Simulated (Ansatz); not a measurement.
Reaction (hydrogenolysis of the Si–I bond): `N[Si](F)(S)I` + H₂ → `N[SiH](F)S` + HI

Program: Ansatz. Geometries: PBE0-D4/def2-TZVP. ΔE: electronic, gas phase. CBS: MP2 limit from def2 TZ/QZ plus the TZ coupled-cluster correction, frozen cores. This one scheme is used for every species. Functionals use def2-TZVPP. def2 core potentials past Kr. For I outer-core shells are correlated without core-valence functions, which leaves a few kJ/mol of doubt a bond. Each species was taken in one conformer, which may not be the lowest.

`N[Si](F)(S)I`:

Z-matrix (Å, degrees):
```
Si
F 1 1.590
S 1 2.109 2 113.7
N 1 1.688 2 105.8 3 117.0
I 1 2.448 2 104.0 3 -119.3
H 3 1.343 1 94.2 2 -91.3
H 4 1.008 1 120.3 2 37.1
H 4 1.007 1 120.5 2 -174.3
```

H₂:

```xyz
2

H     0.120    0.328    0.131
H    -0.120   -0.328   -0.131
```

`N[SiH](F)S`:

```xyz
8

N    -1.010    0.958    0.022
Si    0.061   -0.316    0.307
F     1.307    0.018    1.256
S     0.872   -0.839   -1.583
H    -1.786    1.149    0.633
H    -0.783    1.735   -0.575
H    -0.677   -1.389    1.002
H     2.016   -1.315   -1.062
```

HI:

```xyz
2

I    -0.552    0.432    0.396
H     0.552   -0.432   -0.396
```

| level | ΔE (kJ/mol) | difference from CCSD(T)/CBS |
| --- | --- | --- |
| r2SCAN-D4 | 69.5 | 2.5 |
| r2SCAN0-D4 | 67.3 | 0.3 |
| PBE-QIDH | 64.4 | -2.6 |
| r2SCAN | 67.4 | 0.4 |
| CAM-B3LYP | 44.4 | -22.6 |
| HF/def2-SVP | 25.2 | -41.8 |
| CCSD(T)/def2-SVP | 39.9 | -27.1 |
| MP2/def2-TZVPP | 71.4 | 4.4 |
| CCSD/def2-TZVPP | 49.6 | -17.4 |
| CCSD/CBS(def2) | 61.0 | -6.0 |
| CCSD(T)/CBS | 67.0 | 0 |

Largest T1 diagnostic among the species: 0.011.

Leaving LDA and LC-ωPBE aside and taking each functional with its dispersion term where it has one, the values, not all of them listed here, spread over 21.5 kJ/mol, from CAM-B3LYP-D4 to revPBE-D4. In def2-TZVPP, CCSD(T) changes the Hartree–Fock value by +19.1 kJ/mol (the triples alone add +6.0 kJ/mol) and MP2 by +34.9 kJ/mol. The D4 term adds +15.9 kJ/mol with B3LYP and +8.5 kJ/mol with PBE0; it sums over pairs of atoms, weighted by their polarisabilities, and B3LYP, whose exchange is more repulsive, gets the larger term.

CCSD(T)/CBS has its own doubt, a few kJ/mol and more with outer-core shells, so smaller differences from it don't rank the levels.

B3LYP here is the variant with VWN-RPA as its local correlation; programs differ in this.
